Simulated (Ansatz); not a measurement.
Isolated molecules relaxed with PBE0-D4/def2-TZVP in Ansatz; ΔE leaves out vibrations. CBS: MP2 limit from def2 TZ/QZ plus the TZ coupled-cluster correction, frozen cores. For Ge outer-core shells are correlated without core-valence functions, which leaves a few kJ/mol of doubt a bond. Scalar relativity is left out up to krypton. Each species was taken in one conformer, which may not be the lowest.

Consider the cleavage of the B–Si bond: `B[SiH]([SiH3])O[SiH3]` + `O[SiH2][GeH3]` → `BO[SiH2][GeH3]` + `[SiH3]O[SiH2][SiH3]`.

```csv
species,CCSD(T)/def2-TZVPP energy (Eh)
`B[SiH]([SiH3])O[SiH3]`,-972.52234
`O[SiH2][GeH3]`,-2443.43257
`BO[SiH2][GeH3]`,-2468.84699
`[SiH3]O[SiH2][SiH3]`,-947.16924
```

(1) Work out ΔE.

Largest T1 diagnostic among the species: 0.013.

Results:

(1) ΔE = (-2468.84699) + (-947.16924) − (-972.52234) − (-2443.43257) = -0.06132 Eh = -161.0 kJ/mol. CCSD(T)/CBS gives -159.2 kJ/mol.

From PBE to PBE0 (25 % exact exchange), in def2-TZVPP and without D4, ΔE moves by −4.0 kJ/mol. In def2-TZVPP, CCSD(T) changes the Hartree–Fock value by +10.9 kJ/mol (the triples alone add +0.3 kJ/mol) and MP2 by +5.9 kJ/mol.
